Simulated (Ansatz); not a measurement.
`NC(O)(F)[SiH3]` at its PBE0-D4/def2-TZVP geometry, where that method's forces vanish. Charge 0, multiplicity 1.

| atom | x (Å) | y (Å) | z (Å) |
| --- | --- | --- | --- |
| N1 | -0.069 | -1.554 | 0.317 |
| C2 | 0.075 | -0.358 | -0.421 |
| O3 | 1.399 | -0.190 | -0.831 |
| F4 | -0.691 | -0.494 | -1.581 |
| Si5 | -0.615 | 1.160 | 0.541 |
| H6 | 0.349 | -2.327 | -0.193 |
| H7 | 0.382 | -1.478 | 1.219 |
| H8 | 1.459 | 0.595 | -1.387 |
| H9 | 0.007 | 1.178 | 1.891 |
| H10 | -0.207 | 2.377 | -0.208 |
| H11 | -2.090 | 1.090 | 0.654 |

For each bond, give half the difference of the two atoms' forces along it (eV/Å; positive pushes the atoms apart) under PBE-D4, r2SCAN-D4, B3LYP-D4, ωB97M-V in def2-TZVPP. (Best estimate.)

Computed: 
```json
{"bond": "N1–C2", "length (Å)": "1.412", "PBE-D4": "0.04", "r2SCAN-D4": "0.06", "B3LYP-D4": "0.10", "ωB97M-V": "0.18"}
{"bond": "N1–H6", "length (Å)": "1.016", "PBE-D4": "0.24", "r2SCAN-D4": "0.01", "B3LYP-D4": "-0.05", "ωB97M-V": "-0.08"}
{"bond": "N1–H7", "length (Å)": "1.011", "PBE-D4": "0.19", "r2SCAN-D4": "0.00", "B3LYP-D4": "-0.05", "ωB97M-V": "-0.06"}
{"bond": "C2–O3", "length (Å)": "1.397", "PBE-D4": "0.34", "r2SCAN-D4": "0.27", "B3LYP-D4": "0.26", "ωB97M-V": "0.19"}
{"bond": "C2–F4", "length (Å)": "1.396", "PBE-D4": "0.59", "r2SCAN-D4": "0.36", "B3LYP-D4": "0.35", "ωB97M-V": "0.17"}
{"bond": "C2–Si5", "length (Å)": "1.925", "PBE-D4": "-0.14", "r2SCAN-D4": "-0.16", "B3LYP-D4": "-0.08", "ωB97M-V": "-0.15"}
{"bond": "O3–H8", "length (Å)": "0.964", "PBE-D4": "0.37", "r2SCAN-D4": "0.01", "B3LYP-D4": "-0.06", "ωB97M-V": "-0.10"}
{"bond": "Si5–H9", "length (Å)": "1.486", "PBE-D4": "0.07", "r2SCAN-D4": "-0.02", "B3LYP-D4": "-0.07", "ωB97M-V": "-0.09"}
{"bond": "Si5–H10", "length (Å)": "1.487", "PBE-D4": "0.08", "r2SCAN-D4": "-0.02", "B3LYP-D4": "-0.08", "ωB97M-V": "-0.10"}
{"bond": "Si5–H11", "length (Å)": "1.481", "PBE-D4": "0.07", "r2SCAN-D4": "-0.02", "B3LYP-D4": "-0.08", "ωB97M-V": "-0.11"}
```

B3LYP here is the variant with VWN-RPA as its local correlation; programs differ in this.
